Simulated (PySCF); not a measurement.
# Radial density of Ne³⁺ (neon, charge +3)

UHF, [He] 2s2 2p3, high-spin 4S determinant. All numbers are calculated (PySCF 2.14, no relativity, point nucleus, in def2-TZVPPD (6s4p3d1f, 40 functions)).

```tsv
r (bohr)	4πr²ρ (e/bohr)	4πr²(ρα − ρβ)
0.00213	0.03442	0.0000
0.00359	0.09487	0.0000
0.00604	0.2550	0.0000
0.0102	0.6652	0.0001
0.0171	1.638	0.0006
0.0287	3.678	0.0029
0.0483	7.050	0.0159
0.0813	10.43	0.0850
0.137	10.14	0.3800
0.230	5.851	1.3521
0.387	4.993	3.1407
0.651	6.310	3.6604
1.09	2.714	1.4513
1.84	0.2107	0.1156
3.10	0.0006454	0.0002
```
